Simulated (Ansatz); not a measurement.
Input for Ansatz (development build ahead of 0.2.0):

```yaml
crystal:
  periodic: [false, false, false]
  atoms:
    - { symbol: Li, position_ang: [0.0, 0.0, 0.0] }
    - { symbol: P, position_ang: [2.1332, 0.0, 0.7764] }
    - { symbol: P, position_ang: [-1.0666, 1.8474, 0.7764] }
    - { symbol: P, position_ang: [-1.0666, -1.8474, 0.7764] }
basis:
  gaussian: { orbitals: pcseg-2 }
magnetization:
  spin_polarized: true
  initial_magnetization: 2
hamiltonian:
  xc: pbe0
```

The input is written out in the form of the current development build from the run's settings.

Results

- Converged: yes
- Total energy: -1030.97882 hartree
- Spin squared of the determinant: 4.626
- Stability test: minimum

Caution: the unrestricted determinant is a mixture of spin states; other spin multiplicities may lie lower.
